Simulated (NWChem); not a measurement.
# GaH3S2; SMILES [SH][GaH][SH]

```xyz
6

Ga     0.0000     0.0000    -0.5620
H      0.0000     0.0000    -2.1208
S     -1.8448     0.0000     0.6383
H     -2.6572     0.0000    -0.4417
S      1.8448     0.0000     0.6383
H      2.6572     0.0000    -0.4417
```
Atoms are numbered in this order, from 1.

Results from NWChem. The geometry was optimised at PBE0/def2-SVP. Ions are spin-unrestricted doublets at the neutral geometry; other ion states weren't tried.

For level B3LYP/def2-SVP:

```
Quantity                               Value
-------------------------------------  -----
vertical ionisation energy, ΔSCF (eV)   9.32
−ε(HOMO) (eV)                           7.04
```

Problem. How do the values read with level PBE/def2-SVP instead?

Solution. vertical ionisation energy, ΔSCF (eV): 9.11
−ε(HOMO) (eV): 6.14
